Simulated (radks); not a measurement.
All-electron atom: the osmium ion Os19+ in [Kr] 4d10 4f11. Calculated with a radial shooting solver on a logarithmic mesh with Libxc functionals: scalar-relativistic Kohn-Sham, r2SCAN, spin-polarised, spherical densities, finite nucleus; open shells are filled with parallel spins first (spin-orbit coupling, left out, can overturn this in heavy ions); meta-GGA in the generalised Kohn-Sham scheme; Fermi nuclear charge, rms radius 5.4126 fm.

Unscreened Slater integrals over Kohn-Sham orbitals (cm^-1). They are taken over the spin-up orbitals.

integral,value
"F0(4f,4f)",409240
"F2(4f,4f)",208840
"F4(4f,4f)",134300
"F6(4f,4f)",97610
"F0(4f,4d)",411430
"F2(4f,4d)",205810
"F4(4f,4d)",133660
"G1(4f,4d)",232950
"G3(4f,4d)",152470
"G5(4f,4d)",109620
"F0(4f,4p)",420420
"F2(4f,4p)",213230
"G2(4f,4p)",183300
"G4(4f,4p)",129610
"F0(4d,4d)",418200
"F2(4d,4d)",214020
"F4(4d,4d)",144280
"F0(4d,4p)",426930
"F2(4d,4p)",220170
"G1(4d,4p)",278200
"G3(4d,4p)",175740
"F0(4p,4p)",436900
"F2(4p,4p)",229140

Derived for the open shells (J is the average intra-shell exchange parameter used in DFT+U). 4f: F4/F2 = 0.643, F6/F2 = 0.467, J = (286 F2 + 195 F4 + 250 F6)/6435 = 17140 cm^-1.
